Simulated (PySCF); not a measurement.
Compound: C6H11F3S.
Numbering: `[CH3:1][C:2]([CH3:3])([CH3:4])[CH2:5][S:6][C:7]([F:8])([F:9])[F:10]` (hydrogens: H11, H12, H13 on C1; H14, H15, H16 on C3; H17, H18, H19 on C4; H20, H21 on C5)

The calculation used PySCF, PBE0-D3(BJ)/def2-SVP geometry optimisation, gas phase.

Question: List the bond lengths, angles and torsions at this level.

Answer: 
```tsv
bond	length (Å)
C1–C2, C2–C3, C2–C4	1.530
C2–C5	1.536
C5–S6	1.825
S6–C7	1.802
C7–F8, C7–F9, C7–F10	1.332
C1–H11 and 8 like bonds	1.101
C5–H20, C5–H21	1.101
```

Bonds in one row agree within 0.01 Å and their mean is given. A selection of angles:
```tsv
angle	degrees
C1–C2–C3	109.4
C1–C2–C5	110.6
C3–C2–C5	106.7
C2–C5–S6	112.2
C5–S6–C7	97.6
S6–C7–F8	112.6
S6–C7–F10	108.4
F8–C7–F9	106.5
```

Torsions: C1–C2–C5–S6 -62° (synclinal); C2–C5–S6–C7 179° (antiperiplanar); C5–S6–C7–F8 60° (synclinal). The mirror-image conformer, all signs reversed, is as good.

Of the pairs four or more bonds apart, S6···H18 is among the closest relative to their van der Waals radii: 2.78 Å, 93 % of the sum of Bondi's values. The C–S distances run from 1.802 Å (S6–C7, drawn single) to 1.825 Å (C5–S6, drawn single), a spread of 0.023 Å.

Point group: near Cs, missed by 0.11 Å at most; the miss may be what the optimiser left on a soft mode. No PBE0-D3(BJ)/def2-SVP frequencies stand behind this structure, so it isn't proved a minimum. One conformer, not necessarily the lowest.

The run took 5.1 min on one thread, Arm Neoverse V2 (aarch64), no GPU, shared host with 96 logical CPUs at a one-minute load of 48, and the process peaked at 0.88 GiB of memory. These figures are those of the optimisation.
